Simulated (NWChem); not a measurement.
System: C5H3N; SMILES C#C/C=C/C#N

NWChem input:

```
start job
memory heap 200 mb stack 900 mb global 1100 mb
geometry units angstroms noautoz
  C     -0.118029    -3.036599     0.000000
  C      0.126246    -1.834131     0.000000
  C      0.453823    -0.457840     0.000000
  C     -0.471129     0.547828     0.000000
  C     -0.112519     1.924606     0.000000
  N      0.158980     3.068746     0.000000
  H     -0.342847    -4.094560     0.000000
  H      1.527129    -0.196549     0.000000
  H     -1.548555     0.313423     0.000000
end
basis spherical
  * library def2-svp
end
dft
  xc xperdew91 perdew91
  iterations 150
  mulliken
end
task dft energy
```

Parts of the log:

```
             Northwest Computational Chemistry Package (NWChem) 7.3.0
             --------------------------------------------------------

 CS  symmetry detected

                             Geometry "geometry" -> ""
                             -------------------------

 Output coordinates in angstroms (scale by  1.889725989 to convert to a.u.)

  No.       Tag          Charge          X              Y              Z
 ---- ---------------- ---------- -------------- -------------- --------------
    1 C                    6.0000    -0.11164851    -3.04602595     0.00000000
    2 C                    6.0000     0.12992005    -1.84301132     0.00000000
    3 C                    6.0000     0.45439925    -0.46598668     0.00000000
    4 C                    6.0000    -0.47281339     0.53759742     0.00000000
    5 C                    6.0000    -0.11730236     1.91517889     0.00000000
    6 N                    7.0000     0.15162138     3.05992693     0.00000000
    7 H                    1.0000    -0.33408528    -4.10449016     0.00000000
    8 H                    1.0000     1.52711457    -0.20228116     0.00000000
    9 H                    1.0000    -1.54970920     0.30076856     0.00000000

 Effective nuclear repulsion energy (a.u.)     160.5074431028

      Symmetry information
      --------------------

 Group name             Cs
 Group number              2
 Group order               2
 No. of unique centers     9

  perdew91 is a nonlocal functional; adding pw91lda local functional.

                                 NWChem DFT Module
                                 -----------------

 Summary of "ao basis" -> "ao basis" (spherical)
 ------------------------------------------------------------------------------
       Tag                 Description            Shells   Functions and Types
 ---------------- ------------------------------  ------  ---------------------
 C                          def2-svp                 6       14   3s2p1d
 N                          def2-svp                 6       14   3s2p1d
 H                          def2-svp                 3        5   2s1p

      Symmetry analysis of basis
      --------------------------

        a'         72
        a"         27

            General Information
            -------------------
          SCF calculation type: DFT
          Wavefunction type:  closed shell.
          No. of atoms     :     9
          No. of electrons :    40
           Alpha electrons :    20
            Beta electrons :    20
          Charge           :     0
          Spin multiplicity:     1
          Use of symmetry is: on ; symmetry adaption is: on
          Maximum number of iterations: 150
          AO basis - number of functions:    99
                     number of shells:    45
          Convergence on energy requested:  1.00D-06
          Convergence on density requested:  1.00D-05
          Convergence on gradient requested:  5.00D-04

              XC Information
              --------------
                 Perdew 1991   Exchange Functional  1.000
                Perdew 1991 Correlation Functional  1.000 non-local
            Perdew 1991 LDA Correlation Functional  1.000 local

             Grid Information
             ----------------
          Grid used for XC integration:  medium
          Radial quadrature: Mura-Knowles
          Angular quadrature: Lebedev.
          Tag              B.-S. Rad. Rad. Pts. Rad. Cut. Ang. Pts.
          ---              ---------- --------- --------- ---------
          C                   0.70       49          14.0       434
          N                   0.65       49          14.0       434
          H                   0.35       45          13.0       434
          Grid pruning is: on
          Number of quadrature shells:   429
          Spatial weights used:  Erf1

      Superposition of Atomic Density Guess
      -------------------------------------

 Sum of atomic energies:        -243.86607127

      Non-variational initial energy
      ------------------------------

 Total energy =    -246.957363
 1-e energy   =    -644.728881
 2-e energy   =     237.264075
 HOMO         =      -0.287823
 LUMO         =      -0.082248

      Symmetry analysis of molecular orbitals - initial
      -------------------------------------------------

  Numbering of irreducible representations:

     1 a'          2 a"

  Orbital symmetries:

     1 a'          2 a'          3 a'          4 a'          5 a'
     6 a'          7 a'          8 a'          9 a'         10 a'
    11 a'         12 a'         13 a'         14 a'         15 a"
    16 a'         17 a'         18 a"         19 a'         20 a"
    21 a"         22 a'         23 a'         24 a"         25 a'
    26 a'         27 a"         28 a'         29 a'         30 a'

     ---------------------------------------------
      Total Density - Mulliken Population Analysis
     ---------------------------------------------

    Atom       Charge   Shell Charges
 -----------   ------   -------------------------------------------------------
    1 C    6     6.33   1.99  0.99  0.61  1.89  0.82  0.03
    2 C    6     5.83   1.99  0.97  0.26  1.92  0.65  0.04
    3 C    6     5.96   1.99  0.95  0.26  1.84  0.88  0.04
    4 C    6     6.10   1.99  0.95  0.26  1.90  0.97  0.03
    5 C    6     5.60   1.99  0.99  0.21  1.65  0.71  0.06
    6 N    7     7.55   1.99  1.13  0.57  2.37  1.47  0.03
    7 H    1     0.86   0.62  0.22  0.03
    8 H    1     0.88   0.66  0.20  0.02
    9 H    1     0.87   0.65  0.20  0.02

[...]
```

Level: PW91/def2-SVP. All runs use the structure optimised with PBE-D3(BJ)/def2-SVP.
